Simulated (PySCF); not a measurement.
The scaffold HS-X carries different groups X. Isolated molecules, 0 K electronic values unless said otherwise. One relaxed conformer stands for each flexible species; it need not be the lowest. Strings in code marks are SMILES.

Excitations are Tamm–Dancoff values on a coarser integration grid. The basis has no diffuse functions, so Rydberg states are missing or too high.

A: X = methylamino
B: X = isocyano
C: X = trifluorosilyl
D: X = trichlorosilyl (`S[Si](Cl)(Cl)Cl`)

Problem. Order them by HOMO–LUMO gap (lowest first) at the level PBE-D3(BJ)/def2-TZVP // B3LYP-D3(BJ)/def2-TZVP (PySCF).

Solution. B (4.52 eV), A (4.85 eV), D (5.25 eV), C (6.12 eV)
